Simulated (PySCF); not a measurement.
**How methods differ on the ionisation energy of Pr(44+)**

Pr(44+) [Ne] 3s2 3p3 (4S) → Pr(45+) [Ne] 3s2 3p2 (3P), as a difference of total energies. Calculation: PySCF 2.14, in an uncontracted even-tempered set (18 s from 9.2 bohr⁻², ratio 2.5; 12 p from 12 bohr⁻², ratio 2.5; 4 d from 48 bohr⁻², ratio 2.7; 4 f from 71 bohr⁻², ratio 2.7); scalar relativity by spin-free X2C-1e. Correlated levels: outer shells: 1s2 frozen; virtual orbitals above 40 to 60 times the deepest correlated orbital energy dropped. The calculations carry no spin-orbit coupling.

```json
{"method": "UHF", "ionisation energy (eV)": "3565.1"}
{"method": "LDA", "ionisation energy (eV)": "3565.3"}
{"method": "PBE", "ionisation energy (eV)": "3565.9"}
{"method": "PBE0", "ionisation energy (eV)": "3566.1"}
{"method": "r2SCAN", "ionisation energy (eV)": "3567.1"}
{"method": "M06-L", "ionisation energy (eV)": "3566.4"}
{"method": "TPSSh", "ionisation energy (eV)": "3566.1"}
{"method": "MP2 (outer shells)", "ionisation energy (eV)": "3565.6"}
{"method": "SCS-MP2 (outer shells)", "ionisation energy (eV)": "3565.4"}
```

Spin-orbit coupling is strong in these open shells (close to jj coupling). The scalar numbers leave it out and a first-order estimate fails, so it can dominate the gap to the real levels.

The ground level that NIST lists for one species does not belong to the high-spin term computed here, so part of any gap is the choice of state.

Breit and QED terms and the two-electron picture change are absent.

For comparison: 3512 ± 4 eV (theoretical estimate listed by NIST; NIST Atomic Spectra Database, ionization energies).
